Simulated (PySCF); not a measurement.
FLi, charge -1, doublet, geometry from GFN2-xTB (such geometries of metal compounds can be far from the true shape) (a state made from the parent by changing its charge; the spin is typed, not shown lowest) (in this run its highest filled SCF level lies above zero, so its values depend strongly on the basis, on diffuse functions most of all). Base run: PySCF with TPSS/def2-TZVP.

The PySCF input:
```python
from pyscf import gto, scf, dft

mol = gto.Mole()
mol.atom = '''
    Li   -0.000000   -0.000000   -1.397557
    F     0.000000    0.000000    0.465852
'''
mol.basis = 'def2-tzvp'
mol.charge = -1
mol.spin = 1
mol.verbose = 4
mol.build()

mf = dft.UKS(mol)
mf.xc = 'tpss'
mf.kernel()
mf.analyze()
```

Variants of this job, named by their change:

```json
[
 {"change": "base", "ΔE vs base (µEh)": "0.0", "SCF cycles": "10", "<S^2>": "0.750", "outcome": "converged"},
 {"change": "level_shift = 0.1 (with mf.max_cycle = 100)", "ΔE vs base (µEh)": "0.0", "SCF cycles": "16", "<S^2>": "0.750", "outcome": "converged"},
 {"change": "init_guess = huckel", "ΔE vs base (µEh)": "0.0", "SCF cycles": "13", "<S^2>": "0.750", "outcome": "converged"},
 {"change": "init_guess = sap", "ΔE vs base (µEh)": "0.0", "SCF cycles": "11", "<S^2>": "0.750", "outcome": "converged"},
 {"change": "diis_space = 12", "ΔE vs base (µEh)": "0.0", "SCF cycles": "10", "<S^2>": "0.750", "outcome": "converged"},
 {"change": "DIIS = ADIIS", "ΔE vs base (µEh)": "0.0", "SCF cycles": "16", "<S^2>": "0.750", "outcome": "converged"},
 {"change": "conv_tol = 1e-4", "ΔE vs base (µEh)": "5.5", "SCF cycles": "7", "<S^2>": "0.750", "outcome": "converged"},
 {"change": "diis = off; damp = 0.3 (with mf.diis_start_cycle = 200; with mf.max_cycle = 150)", "ΔE vs base (µEh)": "-", "SCF cycles": "150", "<S^2>": "-", "outcome": "not converged"},
 {"change": "conv_tol_grad = 1e-3", "ΔE vs base (µEh)": "0.0", "SCF cycles": "10", "<S^2>": "0.750", "outcome": "converged"},
 {"change": "conv_tol = 1e-7", "ΔE vs base (µEh)": "0.0", "SCF cycles": "9", "<S^2>": "0.750", "outcome": "converged"},
 {"change": "diis = off (with mf.max_cycle = 100)", "ΔE vs base (µEh)": "-", "SCF cycles": "100", "<S^2>": "-", "outcome": "not converged"},
 {"change": "init_guess = 1e", "ΔE vs base (µEh)": "0.0", "SCF cycles": "20", "<S^2>": "0.750", "outcome": "converged"},
 {"change": "diis_space = 4", "ΔE vs base (µEh)": "0.0", "SCF cycles": "11", "<S^2>": "0.750", "outcome": "converged"}
]
```

Open shells are given as the SCF converged; they aren't shown to be the lowest states, and a large step between rows can be another state.
